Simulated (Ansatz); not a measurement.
```yaml
crystal:
  periodic: [false, false, false]
  atoms:
    - {symbol: F, position_ang: [-0.888502, -3.600398, 0.444168]}
    - {symbol: Sn, position_ang: [0.535853, -2.498461, -0.160218]}
    - {symbol: F, position_ang: [2.064938, -2.994152, 0.851877]}
    - {symbol: F, position_ang: [0.917078, -3.191106, -1.885463]}
    - {symbol: C, position_ang: [0.097417, -0.456018, -0.033936]}
    - {symbol: C, position_ang: [1.126756, 0.458547, 0.166305]}
    - {symbol: C, position_ang: [0.829491, 1.810173, 0.251641]}
    - {symbol: C, position_ang: [-0.483898, 2.241653, 0.139266]}
    - {symbol: C, position_ang: [-1.507561, 1.326325, -0.055758]}
    - {symbol: C, position_ang: [-1.222001, -0.027750, -0.142629]}
    - {symbol: H, position_ang: [1.677359, 2.526441, 0.708514]}
    - {symbol: H, position_ang: [1.627359, 2.526441, 0.408514]}
    - {symbol: H, position_ang: [-0.711755, 3.299081, 0.207027]}
    - {symbol: H, position_ang: [-2.533547, 1.665010, -0.138780]}
    - {symbol: H, position_ang: [-2.028456, -0.738075, -0.286462]}
basis:
  gaussian: {orbitals: def2-TZVPD, fitting: {mean_field: def2-universal-jkfit}}
hamiltonian: {xc: {name: PBE0}, dispersion: d3bjatm}
```

```sh
$ ansatz run in.yaml --threads 5 --pin off --events-out ev --progress --plain --max-ram 66560MiB --backend cuda --devices 0, --max-vram 37GiB
```

Output, abridged:

```
Functional definition: PBE0
  name "PBE0"
  cite "Adamo & Barone, J. Chem. Phys. 110, 6158 (1999) doi:10.1063/1.478522"
  cite "Perdew, Burke & Ernzerhof, Phys. Rev. Lett. 77, 3865 (1996) doi:10.1103/PhysRevLett.77.3865"
  parent pbe
  parameter a = 0.25
  parameter kappa = 0.804
  parameter beta = 0.06672455060314922
  exchange = (1 - a)*pbe_x(kappa = kappa, mu = beta*pi^2/3) + a*exact_x
  correlation = pbe_c(beta = beta)
989 factors; integrals over basis functions are off by at most 1.6e0 eV
mean field evaluation 1: about -20244.5682 eV, gradient 8.5e1 eV
mean field evaluation 2: about -20225.7308 eV, gradient 1.3e2 eV
mean field evaluation 4: about -20258.3400 eV, gradient 1.1e1 eV
mean field evaluation 8: about -20258.6559 eV, gradient 3.0e-1 eV
mean field evaluation 16: about -20258.6561 eV, gradient 2.4e-4 eV
mean field -20258.65605316 eV, -744.4918781434 hartree, gradient 3.2e-5 eV, S^2 0.000000; 0 other end points of the search recorded, 0 dependent functions left out
reference -20258.65611060 eV, -744.4918802543 hartree; 45, 45 occupied and 398, 398 virtual orbitals, 989 factors
Total energy: -20259.03880594 eV, -744.5059440487 hartree
```

Problem. What is wrong with this run?

Solution. One atom was put on top of another. Self-consistency was reached. The result belongs to that input, not to the molecule as meant.
